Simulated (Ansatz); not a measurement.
Compare A (`CC([SiH3])BCl`) with its isomer B (`CB(C)[SiH2]Cl`).

Program: Ansatz. Geometries: PBE0-D4/def2-TZVP. ΔE: electronic, gas phase. CBS: MP2 limit from def2 TZ/QZ plus the TZ coupled-cluster correction, frozen cores. DFT in def2-TZVPP. B3LYP here is the variant with VWN-RPA as its local correlation; programs differ in this. Each species was taken in one conformer, which may not be the lowest.

(1) Which is lower in electronic energy at CCSD(T)/CBS, and by how much? (An estimate is asked.)

(2) Give E(B) − E(A) in kcal/mol with CCSD/def2-TZVPP, B3LYP, B3LYP-D4, r2SCAN-D4, B2PLYP, MP2/def2-TZVPP, ωB97M-V. (Best estimate.)

Largest T1 diagnostic: 0.011.

## Answers

(1) The calculation gave: B, by 6.7 kcal/mol.

(2) Ansatz gave: CCSD/def2-TZVPP -6.1, B3LYP -8.7, B3LYP-D4 -7.9, r2SCAN-D4 -8.4, B2PLYP -7.0, MP2/def2-TZVPP -4.3, ωB97M-V -6.8. None reverses the order clearly.

In def2-TZVPP, CCSD(T) changes the Hartree–Fock value by +2.8 kcal/mol (the triples alone add +0.7 kcal/mol) and MP2 by +3.9 kcal/mol. The D4 term adds +0.8 kcal/mol with B3LYP and +0.4 kcal/mol with PBE0; it sums over pairs of atoms, weighted by their polarisabilities, and B3LYP, whose exchange is more repulsive, gets the larger term.
